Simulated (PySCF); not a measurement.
# Vertical excitation energies

Species: C2H9NSi.
SMILES: `CN[SiH2]C`

Computed with PySCF, TDDFT wB97X-D/def2-SVPD, vertical, gas phase, core orbitals frozen in the response. Geometry: PBE0-D3(BJ)/def2-SVP, one conformer, isolated molecule. Torsions of this conformer, `[CH3:1][NH:2][SiH2:3][CH3:4]`: C1–N2–Si3–C4 -62°.

| state | λ (nm) | E (eV) | f | main configurations (H = HOMO, L = LUMO) |
| --- | --- | --- | --- | --- |
| S1 | 201.1 | 6.16 | 0.0033 | H→L (75%), H→L+1 (18%) |
| S2 | 178.9 | 6.93 | 0.024 | H→L+1 (67%), H→L (14%) |
| S3 | 165.9 | 7.47 | 0.017 | H→L+3 (87%) |
| S4 | 162.0 | 7.65 | 0.039 | H→L+2 (82%) |
| S5 | 158.5 | 7.82 | 0.014 | H→L+5 (82%) |
| S6 | 151.7 | 8.17 | 0.085 | H→L+4 (57%), H→L+6 (18%) |
| S7 | 145.9 | 8.50 | 0.032 | H→L+6 (67%), H→L+4 (15%) |
| S8 | 140.2 | 8.84 | 0.026 | H-1→L (28%), H-2→L+1 (21%), H-1→L+1 (21%) |
| S9 | 139.1 | 8.91 | 0.022 | H-1→L (37%), H-2→L (20%) |
| S10 | 138.3 | 8.96 | 0.041 | H→L+8 (38%), H-1→L+1 (24%), H→L+7 (15%) |

Triplets, Tamm–Dancoff:

```
state  E (eV)  λ (nm)  main configurations (H = HOMO, L = LUMO)
   T1    5.98   207.3                    H→L (62%), H→L+1 (24%)
   T2    6.74   183.9                    H→L+1 (58%), H→L (24%)
   T3    7.29   170.0                               H→L+3 (84%)
   T4    7.47   166.0                  H→L+2 (75%), H→L+6 (14%)
```

The lowest singlet lies at 6.16 eV (201 nm, ultraviolet) and is very weak; its leading configuration is HOMO→LUMO (75%). The most intense listed level is S6 at 8.17 eV (152 nm, f = 0.085), 2.01 eV above S1. Löwdin shares by element: HOMO nitrogen 56%, carbon 11% or more, silicon 10%, hydrogen 6% or more (atoms not listed hold the other 17%); LUMO silicon 30%, carbon 26%, hydrogen 8% or more (atoms not listed hold the other 36%). Weighted by f, the mean energy of these states is 8.18 eV. Of the 10 states listed, 9 reach f = 0.01 and none stays under 0.0005. The oscillator strengths of these states sum to 0.302; summed over the whole spectrum of an exact calculation they would give the number of electrons, 42 (Thomas–Reiche–Kuhn). From S8 up the states lie above the vertical ionisation energy of 8.82 eV (ΔSCF), that is within the continuum, which a finite basis only mimics. Singlets were solved by full linear response, triplets in the Tamm–Dancoff approximation.

On one thread, Arm Neoverse V1 (shared host), this took 27 s.
